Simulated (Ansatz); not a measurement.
`C#C[SiH2][AlH][Cl]` + H–F → `C#CF` + `[SiH3][AlH][Cl]` at 600 K and 1 bar (substitution at a C–Si bond).

Calculated with Ansatz (gas phase, PBE0-D4/def2-TZVP geometries, no zero-point term in ΔE). CCSD(T)/CBS is the MP2 limit (def2-TZVPP, def2-QZVPP) plus CCSD(T) − MP2 in def2-TZVPP, frozen cores. This one scheme is used for every species. One conformer a species, not always the lowest.

```tsv
species	CCSD(T)/CBS energy (Eh)	H − E (kJ/mol)	S (J/(mol·K))
`C#C[SiH2][AlH][Cl]`	-1069.38528	182.9	482.1
H–F	-100.39570	42.3	194.0
`C#CF`	-176.38388	82.8	269.3
`[SiH3][AlH][Cl]`	-993.32756	135.6	410.5
```

H − E and S are ideal-gas, rigid-rotor, harmonic terms from PBE0-D4/def2-TZVP, for one conformer and one mirror image of each species. 1 Eh = 2625.50 kJ/mol, R = 8.31446 J/(mol·K).

Question: By hand: ΔE, ΔH, ΔS and ΔG.

Answer: ΔE = (-176.38388) + (-993.32756) − (-1069.38528) − (-100.39570) = 0.06954 Eh = 182.6 kJ/mol. Δ(H − E) = 82.8 + 135.6 − 182.9 − 42.3 = -6.8, so ΔH = 175.8 kJ/mol. ΔS = 269.3 + 410.5 − 482.1 − 194.0 = 3.7 J/(mol·K). ΔG = 175.8 − 600 × (3.7)/1000 = 173.6 kJ/mol.

Question: By hand: the equilibrium constant, and the temperature at which ΔG would vanish if ΔH and ΔS stayed fixed.

Answer: log₁₀ K = −ΔG/(RT ln 10) = -15.1. ΔG = 0 at ΔH/ΔS = 47514 K, far beyond where these terms or the molecules hold.

The number of gas molecules stays the same, so ΔS is small and ΔH decides. A doubt of 5 kJ/mol in ΔE shifts log₁₀ K by 0.4 here. Other conformers and mirror images would add mixing entropy, several J/(mol·K) or more a flexible species. Modes under 60 cm⁻¹, often nearly free rotors, make the harmonic entropy too high. These are equilibria of isolated gas molecules and say nothing of rates. Largest T1 diagnostic: 0.013 (customary marks: 0.02 for closed shells, 0.045 for open ones).
